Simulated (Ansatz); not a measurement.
Isolated molecules relaxed with PBE0-D4/def2-TZVP in Ansatz; ΔE leaves out vibrations. CCSD(T)/CBS adds triple-zeta CCSD(T) − MP2 to the extrapolated MP2 energy (def2 sets, frozen cores). This one scheme is used for every species. Functionals use def2-TZVPP. For Ge outer-core shells are correlated without core-valence functions, which leaves a few kJ/mol of doubt a bond. Scalar relativity is left out up to krypton. Each species was taken in one conformer, which may not be the lowest.

`F[Si](F)(Cl)[GeH3]` + `N[SiH](F)F` → `F[SiH](F)[NH][GeH3]` + `F[SiH](F)Cl`  (cleavage of the Ge–Si bond)

| level | ΔE (kcal/mol) |
| --- | --- |
| PBE-D4 | 4.2 |
| r2SCAN-D4 | 1.6 |

Task: What does CCSD(T)/CBS give? (An estimate is asked.)

Result: Computed: -0.5 kcal/mol. The listed levels differ from it by 4.7, 2.1 kcal/mol.

Largest T1 diagnostic among the species: 0.012.

In def2-TZVPP, CCSD(T) changes the Hartree–Fock value by +2.9 kcal/mol (the triples alone add +0.3 kcal/mol) and MP2 by +1.9 kcal/mol. From PBE to PBE0 (25 % exact exchange), in def2-TZVPP and without D4, ΔE moves by −1.5 kcal/mol.
